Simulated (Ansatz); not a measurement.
Consider the ligand exchange at the Nb–C bond: `[CH3][Nb](=[O])([F])[Cl]` + HCl → `[O]=[Nb]([F])([Cl])[Cl]` + CH₄.

Program: Ansatz. Geometries: PBE0-D4/def2-TZVP. ΔE: electronic, gas phase. CBS: MP2 limit from def2 TZ/QZ plus the TZ coupled-cluster correction, frozen cores. This one scheme is used for every species. DFT in def2-TZVPP. B3LYP here is the variant with VWN-RPA as its local correlation; programs differ in this. Elements past krypton have def2 core potentials. For Nb outer-core shells are correlated without core-valence functions, which leaves a few kJ/mol of doubt a bond.

| level | ΔE (kJ/mol) |
| --- | --- |
| BLYP-D4 | -173.3 |
| CAM-B3LYP-D4 | -170.2 |
| revPBE | -171.2 |
| B3LYP | -173.0 |

(1) What does CCSD(T)/CBS give? (Estimate.)

(2) What do rigid-rotor, harmonic-oscillator terms from PBE0-D4/def2-TZVP frequencies (298.15 K, 1 bar) make of the CCSD(T)/CBS value? (An estimate is asked.)

Largest T1 diagnostic among the species: 0.021, so the coupled-cluster value is less sure than usual.

Answers

(1) Ansatz gave: -165.6 kJ/mol. The listed levels differ from it by -7.7, -4.6, -5.6, -7.4 kJ/mol.

(2) Ansatz gave: ΔZPE = +11.9 kJ/mol, ΔH = -155.0 kJ/mol, ΔS = -13 J/(mol·K), ΔG = -151.2 kJ/mol.

Leaving LDA and LC-ωPBE aside and taking each functional with its dispersion term where it has one, the values, not all of them listed here, spread over 12.4 kJ/mol, from B97M-V to ωB97M-V. LDA lies +4.3 kJ/mol from PBE without D4. From r2SCAN to r2SCAN0 (25 % exact exchange), in def2-TZVPP and without D4, ΔE moves by +3.1 kJ/mol. At CCSD(T), def2-SVP lies −8.5 kJ/mol from the extrapolated value and def2-TZVPP +0.3 kJ/mol.

CCSD(T)/CBS has its own doubt, a few kJ/mol and more with outer-core shells, so smaller differences from it don't rank the levels.
